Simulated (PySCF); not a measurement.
C₇H₉NOSi.
Cartesian coordinates in Å at the PBE0-D3(BJ)/def2-SVP level; atoms count from 1:
```
atom  x, y, z in Å
C1     1.3195    1.8055    1.2254
C2     0.9946    0.7092    0.5252
O3     1.8826   -0.0845   -0.1251
Si4    3.5507    0.1246   -0.1743
C5    -0.4042    0.2365    0.3862
C6    -0.6912   -0.9241   -0.3431
C7    -2.0170   -1.3341   -0.4474
C8    -3.0070   -0.5794    0.1736
C9    -2.6154    0.5623    0.8770
N10   -1.3566    0.9605    0.9822
H11    0.5204    2.3674    1.7069
H12    2.3506    2.1507    1.3268
H13    4.0501   -1.0045   -1.0012
H14    4.1223    0.0696    1.2030
H15    3.8960    1.4336   -0.8025
H16    0.1211   -1.4796   -0.8108
H17   -2.2728   -2.2357   -1.0097
H18   -4.0602   -0.8620    0.1186
H19   -3.3662    1.1835    1.3798
```

Computed at PBE0/pcSseg-1 (PySCF, non-relativistic), with Q(17O) = −0.0256 b, Q(14N) = 0.02044 b: O3, 17O (I = 5/2): χzz = -9.647 MHz, η = 0.222; N10, 14N (I = 1): χzz = -5.323 MHz, η = 0.302.

(1) Find the zero-field quadrupole resonance frequencies of 17O at O3.

(2) Find the zero-field quadrupole resonance frequencies of 14N at N10.

Answers

(1) From the eigenvalues of H = χ/[4I(2I − 1)] × [3Iz² − I(I + 1) + η(Ix² − Iy²)], steps between neighbouring levels, labelled as for η = 0: ±1/2↔±3/2 1.523 MHz, ±3/2↔±5/2 2.866 MHz (silyl ether oxygen).

(2) From ν± = (3/4)|χ|(1 ± η/3) and ν0 = |χ|η/2: ν+ 4.395 MHz, ν− 3.590 MHz, ν0 0.805 MHz (pyridine-type nitrogen).

In a crystal, neighbours and librations shift these lines. One conformer (not necessarily the lowest) at the PBE0-D3(BJ)/def2-SVP geometry, without solvent, vibrations or thermal averaging. The small basis limits the accuracy of the gradients.
